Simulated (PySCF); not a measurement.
HgBr2, SMILES [Br][Hg][Br].

Geometry optimised at ωB97X-D3(BJ)/def2-SVP. The isomer is the one that the SMILES or the coordinates give; other isomers of the formula were not compared. The def2 effective core potentials stand for the cores of Hg; spin–orbit coupling is left out.

Computed with C-PCM-B3LYP/def2-SVP (PySCF 2.14.0).

The values are the electrostatic part of the solvation free energy, E(continuum) − E(gas) at the gas-phase geometry, in a cavity of scaled van der Waals radii (PySCF's table); cavitation and dispersion terms are not included. A continuum can't describe solvent molecules that bind to the metal. In vacuum the orbital gap is 5.28 eV. The dipole moment in vacuum is 0.00 D.

Computed values in water (ε = 78.36), acetonitrile (ε = 35.69), methanol (ε = 32.61):
```
solvent           ε  ΔG(elec) (kcal/mol)  dipole (D)  gap (eV)
------------  -----  -------------------  ----------  --------
water         78.36                -11.1        0.00      5.66
acetonitrile  35.69                -10.9        0.00      5.65
methanol      32.61                -10.8        0.00      5.65
```
